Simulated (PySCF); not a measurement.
C₄H₅FSi.
SMILES: `FC1=C[SiH2]C=C1`

The closed-shell ground state was solved at several levels (PySCF, density fitting, gas phase, non-relativistic). Geometry: PBE0-D3(BJ)/def2-SVP; no solvent, vibrations or thermal averaging.

```tsv
level	basis functions	HOMO (eV)	LUMO (eV)	gap (eV)	dipole (D)
PBE0/def2-SVPD	167	-7.02	-1.69	5.33	1.14
PBE0/pcSseg-1	134	-7.00	-1.70	5.30	1.19
```

Question: Estimate the row for B3LYP/pcSseg-2, a basis of 293 functions; the other rows only guide the guess.

Answer: HOMO -6.76 eV, LUMO -1.90 eV, gap 4.86 eV, dipole 1.16 D.

Question: Over all these levels, which gives the widest orbital gap and which the narrowest?

Answer: PBE0/def2-SVPD (global hybrid, 25 % exact exchange) has the widest, 5.33 eV, and B3LYP/pcSseg-2 (global hybrid, 20 % exact exchange) the narrowest, 4.86 eV. Functional and basis both differ between the two, so the spread mixes both effects.

Question: How far do the dipole and the HOMO energy spread over the levels?

Answer: The dipole runs from 1.14 to 1.19 D (mean 1.16 D) and the HOMO from -7.02 to -6.76 eV.
